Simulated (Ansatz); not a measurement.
H₄GeO₄, triplet, geometry from GFN2-xTB of the parent state (a higher spin typed on purpose: for a closed-shell molecule this is an excited state); B3LYP/STO-3G in Ansatz (a quantum-chemistry and plane-wave program).

The Ansatz input:
Ansatz 0.2 input:
```yaml
crystal:
  periodic: [false, false, false]
  atoms:
    - {symbol: O, position_ang: [0.44519076, 1.38571413, -0.91927939]}
    - {symbol: Ge, position_ang: [0.00000000, 0.00000000, -0.00000000]}
    - {symbol: O, position_ang: [-1.13601460, 0.32509191, 1.25190220]}
    - {symbol: O, position_ang: [-0.73932779, -1.11515839, -1.08318477]}
    - {symbol: O, position_ang: [1.43015163, -0.59564765, 0.75056195]}
    - {symbol: H, position_ang: [-0.18487743, 1.66571503, -1.58029968]}
    - {symbol: H, position_ang: [-0.77892530, 0.72111562, 2.04435832]}
    - {symbol: H, position_ang: [-1.25572769, -1.80853506, -0.67711313]}
    - {symbol: H, position_ang: [2.21953042, -0.57829559, 0.21305449]}
basis:
  gaussian:
    orbitals: STO-3G
hamiltonian:
  xc: b3lyp
magnetization: {spin_polarized: false, initial_magnetization: 2}
```

Problem. What does Ansatz print? Leave out banner, timings and long lists.

Solution. 
```
Functional definition: B3LYP
531 factors; integrals over basis functions are off by at most 4.5e-5 eV
mean field evaluation 1: about -63976.8889 eV, gradient 7.0e1 eV
mean field evaluation 2: about -63976.9111 eV, gradient 7.0e1 eV
mean field evaluation 4: about -63989.7161 eV, gradient 4.2e1 eV
mean field evaluation 8: about -63995.9786 eV, gradient 1.6e1 eV
mean field evaluation 16: about -63997.3709 eV, gradient 8.6e-1 eV
mean field evaluation 32: about -63997.3818 eV, gradient 1.1e0 eV
mean field evaluation 64: about -63985.4856 eV, gradient 3.3e1 eV
mean field evaluation 96: about -63997.5782 eV, gradient 1.3e0 eV
mean field -63997.61317662 eV, -2351.8689051004 hartree, gradient 1.5e-5 eV, S^2 2.000000; 6 other end points of the search recorded, 0 dependent functions left out
reference -63997.61336368 eV, -2351.8689119747 hartree; 35, 33 occupied and 7, 9 virtual orbitals, 531 factors
Total energy: -63997.61336368 eV, -2351.8689119747 hartree
```
